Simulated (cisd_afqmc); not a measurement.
Input (AFQMC/CISD/cc-pVDZ; cisd_afqmc is a phaseless AFQMC code with CISD trial states that reads the integrals written by Ansatz):

Ansatz 0.2 input:
```python
import cisd_afqmc

open("ham.yaml", "w").write("""\
crystal:
  periodic: [false, false, false]
  atoms:
    - {symbol: B, position_ang: [-0.11211947, -0.48108933, -0.02839217]}
    - {symbol: H, position_ang: [-0.43845426, -1.61798577, -0.17423510]}
    - {symbol: F, position_ang: [0.72670325, -0.17027149, 0.97322785]}
    - {symbol: N, position_ang: [-0.57534202, 0.52959297, -0.86526497]}
    - {symbol: H, position_ang: [-0.31013766, 1.49542355, -0.75679822]}
    - {symbol: H, position_ang: [-1.20374588, 0.35330140, -1.62920176]}
basis:
  gaussian:
    orbitals: cc-pVDZ
magnetization: {spin_polarized: false}
correlation: {method: ccsd, electrons: outside_noble_gas, hamiltonian_folder: ham}
""")
rep = cisd_afqmc.ansatz("ham.yaml")
e_ccsd = rep["correlation"]["coupled_cluster"]["energy"]["hartree"]
out = cisd_afqmc.run("ham", e_ccsd, trial="CISD", walkers=100, populations=8, threads=8, dt=0.005, steps=40, early=24, settle=10, least=32,
    cut=5e-5, rank_cut=2e-4, target=0.0004, seconds=1500, seed=1, memory=17280, gpu=False)
```

Output:

```
orbitals 54, occupied [9], factors 317 of 523, rank of the doubles 184 of 405
E(HF) = -180.432166
E(CCSD) on the cut factors = -180.897658, shift to the whole factors -0.000011
Energy of the trial state on the determinant = -180.897695
  tau behind 7.2 of longer steps, mean of the populations' last blocks
   2.0  -180.90991
   4.0  -180.90843
   6.0  -180.90954
   8.0  -180.90807
  10.0  -180.90947
  12.0  -180.90856
  14.0  -180.91103
blocks 618 (1 outliers left out), error by blocks joined: 1: 0.00024, 2: 0.00028, 4: 0.00033, 8: 0.00039, 16: 0.00039
E(AFQMC/CISD) = -180.90910 +/- 0.00039
```
